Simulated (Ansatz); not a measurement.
Consider the ligand exchange at the In–O bond: `[OH][In]([SH])[Br]` + NH₃ → `[NH2][In]([SH])[Br]` + H₂O.

Program: Ansatz. Geometries: PBE0-D4/def2-TZVP. ΔE: electronic, gas phase. CCSD(T)/CBS adds triple-zeta CCSD(T) − MP2 to the extrapolated MP2 energy (def2 sets, frozen cores). This one scheme is used for every species. Functionals use def2-TZVPP. B3LYP here is the variant with VWN-RPA as its local correlation; programs differ in this. def2 core potentials past Kr. For Br, In outer-core shells are correlated without core-valence functions, which leaves a few kJ/mol of doubt a bond. Scalar relativity is left out up to krypton. Each species was taken in one conformer, which may not be the lowest.

`[OH][In]([SH])[Br]`:

Z-matrix (Å, degrees):
```
In
S 1 2.354
Br 1 2.456 2 122.9
O 1 1.971 2 119.7 3 -180.0
H 2 1.346 1 91.9 3 -180.0
H 4 0.961 1 112.2 2 180.0
```

NH₃:

Z-matrix (Å, degrees):
```
N
H 1 1.013
H 1 1.013 2 107.1
H 1 1.013 2 107.1 3 -114.5
```

`[NH2][In]([SH])[Br]`:

Z-matrix (Å, degrees):
```
N
In 1 2.006
H 1 1.010 2 116.9
H 1 1.010 2 115.5 3 -131.1
S 2 2.366 1 125.4 3 -30.4
Br 2 2.468 1 116.9 3 155.8
H 5 1.344 2 92.2 1 -175.6
```

H₂O:

```xyz
3

O    -0.267   -0.089   -0.269
H     0.510   -0.598   -0.027
H    -0.243    0.686    0.296
```

| species | B3LYP-D4 energy (Eh) |
| --- | --- |
| `[OH][In]([SH])[Br]` | -3239.19159 |
| NH₃ | -56.58929 |
| `[NH2][In]([SH])[Br]` | -3219.30645 |
| H₂O | -76.46698 |

Task: Work out ΔE.

Result: ΔE = (-3219.30645) + (-76.46698) − (-3239.19159) − (-56.58929) = 0.00745 Eh = +4.7 kcal/mol. CCSD(T)/CBS gives +3.4 kcal/mol.

Largest T1 diagnostic among the species: 0.013.

In def2-TZVPP, CCSD(T) changes the Hartree–Fock value by −1.1 kcal/mol (the triples alone add +0.1 kcal/mol) and MP2 by −1.5 kcal/mol. From PBE to PBE0 (25 % exact exchange), in def2-TZVPP and without D4, ΔE moves by −1.0 kcal/mol.
